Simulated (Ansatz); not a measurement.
Mulliken charges of `F[P+](F)(F)[Ga-]([F])([F])[F]` from B3LYP/def2-TZVPP in Ansatz (PBE0-D4/def2-TZVP geometry).

```csv
atom,x (Å),y (Å),z (Å),charge (e)
F1,0.899,-1.521,1.407,-0.184
P2,0.795,-0.747,0.079,0.818
F3,0.771,-1.907,-0.934,-0.184
F4,2.244,-0.249,-0.082,-0.184
Ga5,-1.065,1.001,-0.107,0.863
F6,-0.532,2.009,1.214,-0.376
F7,-0.712,1.505,-1.739,-0.376
F8,-2.400,-0.091,0.161,-0.376
```

Task: By hand: the dipole of these point charges (1 e Å = 4.8032 D).

Result: Σ q r = (0.381, -0.358, 0.037) e Å, of length 0.524 e Å = 2.52 D.

Task: How does the dipole of the full density compare? (Estimate.)

Result: The calculation gave: (0.511, -0.480, 0.051) e Å, 3.38 D; the point charges give 0.75 times that, at 0° from its direction.

Point charges leave out the atoms' own dipoles, such as those of lone pairs, and Mulliken's split depends on the basis, so the two needn't agree.

B3LYP here is the variant with VWN-RPA as its local correlation; programs differ in this.
